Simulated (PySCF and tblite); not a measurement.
Results of a calculation; reference values are marked as such.
Stationary points of 3-chlorothiophene-2-carboxylic acid at GFN2-xTB, in Å:

Structure A

```
 1 O     2.325    0.824    1.249
 2 C     1.813    0.136    0.412
 3 O     2.498   -0.546   -0.507
 4 C     0.347   -0.069    0.261
 5 S    -0.475   -1.340    1.087
 6 C    -1.982   -0.849    0.423
 7 C    -1.865    0.231   -0.388
 8 C    -0.525    0.678   -0.479
 9 Cl   -0.039    2.023   -1.425
10 H     3.453   -0.399   -0.406
11 H    -2.869   -1.394    0.676
12 H    -2.679    0.703   -0.905
```

Structure B

```
 1 O     2.378   -0.730    1.270
 2 C     1.803   -0.147    0.383
 3 O     2.448    0.571   -0.548
 4 C     0.355   -0.153    0.218
 5 S    -0.575   -1.056    1.365
 6 C    -2.031   -0.622    0.579
 7 C    -1.830    0.172   -0.508
 8 C    -0.461    0.444   -0.719
 9 Cl    0.092    1.413   -2.008
10 H     3.403    0.534   -0.383
11 H    -2.967   -0.978    0.961
12 H    -2.609    0.554   -1.140
```

Structure C

```
 1 O     2.394    1.177   -0.336
 2 C     1.824    0.172    0.004
 3 O     2.475   -0.918    0.449
 4 C     0.382   -0.031   -0.007
 5 S    -0.302   -1.535    0.509
 6 C    -1.884   -0.961    0.202
 7 C    -1.903    0.314   -0.271
 8 C    -0.604    0.852   -0.393
 9 Cl   -0.296    2.428   -0.958
10 H     3.431   -0.757    0.446
11 H    -2.724   -1.601    0.389
12 H    -2.792    0.859   -0.526
```

The path came from a restrained scan, a climbing-image band and a saddle search at GFN2-xTB; energies are PBE0/pcSseg-1 + D3(BJ)//GFN2-xTB, thermal terms GFN2-xTB.

Q: Which structure is a saddle point, and along which motion?

A: A: one imaginary mode (61i cm⁻¹ at GFN2-xTB, mostly on O3, O1), along the rotation about the C4–C2 bond (torsion S5–C4–C2–O1 from 180° to 360°, rising).

Q: Give their symmetry and energies above the lowest.

A: A C1, 7.2 kcal/mol; B Cs, 0.2 kcal/mol; C Cs, 0.0 kcal/mol.
